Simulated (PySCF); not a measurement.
## Electron attachment to SeF2

Parent: SeF2, `F[Se]F` (F2Se). Coordinates in Å; atoms count from 1 in this order:
```
Se   -0.0049    0.4501    0.6301
F     1.3604   -0.1653   -0.3447
F    -1.3326   -0.2899   -0.3106
```

Computed at BP86-D3(BJ)/ma-def2-SVP // BP86-D3(BJ)/ma-def2-SVP with PySCF (density fitting, grid level 2). Zero-point and thermal terms (298.15 K, 1 bar) come from unscaled GFN2-xTB harmonic frequencies, with soft modes damped to free rotors in the entropy. These were taken at the GFN2-xTB minima.

Frontier levels of the parent: HOMO -6.29 eV, LUMO -4.04 eV.

Reduction to the radical anion:
- Vertical electron affinity (electronic): 0.71 eV
- Adiabatic electron affinity (with zero-point energy): 1.68 eV
- Adiabatic, electronic part: 1.65 eV
- Vertical gap at the product's structure: 2.54 eV
- Inner reorganisation energy (four-point): 1830 meV
- Relaxation of product / of parent: 937 / 894 meV
- ⟨S²⟩ of the product: 0.751
- Largest spin populations: Se1 0.76, F3 0.14, F2 0.10
- Largest changes of atomic charge: Se1 -0.70, F3 -0.16, F2 -0.14
- Distances that move most (Å): Se1–F3 1.788 → 2.004; Se1–F2 1.787 → 1.950
- Potential in DMSO: 4.19 V absolute (solvation -15 → -254 kJ/mol)
- Potential in THF: 3.90 V absolute (solvation -13 → -224 kJ/mol)

Solvents are IEF-PCM continua (electrostatics only, gas-phase structures); absolute potentials refer to an electron at rest in vacuum.

Note: thermal terms of [F2Se]-• come from a GFN2-xTB structure of other bonding; ma-def2-SVP is a small basis, whose errors can reach tens of kJ/mol; spin-orbit coupling is left out of the energies, which matters for open shells on the heavier atoms; atoms from Ga to Kr are treated without relativity.

Run with `OMP_NUM_THREADS=1 python redox_run.py task.json out` on 1 thread of Arm Neoverse V2, a shared host. Structures, frequencies and single points: 46 s of wall time.
